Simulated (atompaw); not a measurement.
Pseudopotential generation for ruthenium (Ru): PAW (atompaw), PBE, scalar-relativistic.

Ru (Z = 44), PAW, made with atompaw 4.2.0.5 (PBE, scalar-relativistic). Core [Kr], reference 4d7 5s0.75 5p0.25. Waves: 5s (bound): rc 3.00 bohr; 5s channel at 0.8 Ry: rc 2.30 bohr; 5p (bound): rc 3.00 bohr; 5p channel at 1.95 Ry: rc 3.00 bohr; 4d (bound): rc 3.00 bohr; 4d channel at 4.9 Ry: rc 1.35 bohr; 4f channel at 0.05 Ry: rc 3.00 bohr. Local part: bessel scheme, radius 2.60 bohr. Core correction: smooth core density matched at 1.70 bohr. Augmentation charge: gaussian compensation charge, radius 2.50 bohr; PAW radius 3.00 bohr; waves and projectors: custom polynom gramschmidtortho.

All-electron outer shells of the reference configuration (PBE, scalar-relativistic, ld1.x):

```csv
shell,level (eV),outermost node (bohr),outermost maximum (bohr)
4s,-76.81,0.48,0.92
4p,-46.86,0.49,0.98
4d,-5.63,0.48,1.21
5s,-4.54,1.24,2.73
5p,-1.16,1.41,3.92
```

Calculated quality:

```
Cutoffs needed                                           : 10 Ry and 18 Ry (the cutoffs (Ry, on a coarse ladder) from which the occupation-weighted sum of valence levels, in a spherical-Bessel basis at the reference potential, stays within 10 and 1 mRy of its value at 400 Ry)
Ghost test                                               : no extra level below or beside the all-electron valence levels (s, p, d, f tested) (spherical-Bessel basis up to 400 Ry, 20 bohr box)
Lowest eigenvalue of the overlap operator                : 0.05 (s channel)
Overlap eigenvalues printed by atompaw (projector basis) : 0.000317, 0.0931, 0.972, 1.24, 9.07, 10.2, 15.2
Share of each valence orbital outside the PAW sphere     : 5s 55 %, 5p 86 %, 4d 7 %
```

Generation and tests took about 5.8 s on one core of a shared server CPU.
